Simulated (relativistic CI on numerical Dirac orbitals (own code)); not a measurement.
## Co3+ in a cubic cluster: 1s photoemission with charge transfer

Computed with a charge-transfer multiplet model of a cubic metal-ligand cluster with up to 2 ligand holes, Slater and spin-orbit integrals from Dirac-Coulomb-Breit ions, Slater integrals scaled by 0.7. The parameters are those of a tetrahedral site (10Dq negative, t2 hopping the larger). The ground state mixes d6 with configurations of k ligand holes L, whose averages lie at kΔ + k(k − 1)U_dd/2; a core hole lowers each added d electron by U_cd. 300 K, Lorentzian 1.1 eV and Gaussian 0.6 eV FWHM.

Atomic integrals in eV (Slater integrals scaled, ζ unscaled), ground: F2dd 8.824, F4dd 5.512, zeta_d 0.071; with the core hole: F2dd 9.983, F4dd 6.265, zeta_d 0.101, G2cd 0.058.

Cluster parameters (eV): Δ = 4, U_dd = 5.8, U_cd = 6.8, 10Dq = -0.5, 10Dq(ligand) = 0, final-state hopping factor = 1.

Weights, n_d and S are thermal averages at 300 K. Binding energies count from the first peak over 30 % of the highest in each spectrum, which can be another peak from case to case. The parameters are a model scan and need not match a compound or its usual spin state. Peaks in eV (height, largest 100): 0.0 (100), 8.4 (24).

(1) Which parameters give this spectrum?
A. V(eg) = 1.5 eV, V(t2g) = -2.55 eV
B. V(eg) = 1.2 eV, V(t2g) = -2.04 eV
C. V(eg) = 0.9 eV, V(t2g) = -1.53 eV
D. V(eg) = 0.6 eV, V(t2g) = -1.02 eV
E. V(eg) = 1.8 eV, V(t2g) = -3.06 eV

## Answers

(1) A. V(eg) = 1.5 eV, V(t2g) = -2.55 eV; the ground state then has 6.33 d electrons and S = 2.00. The choice follows from running the model for each set and comparing peak positions and heights.
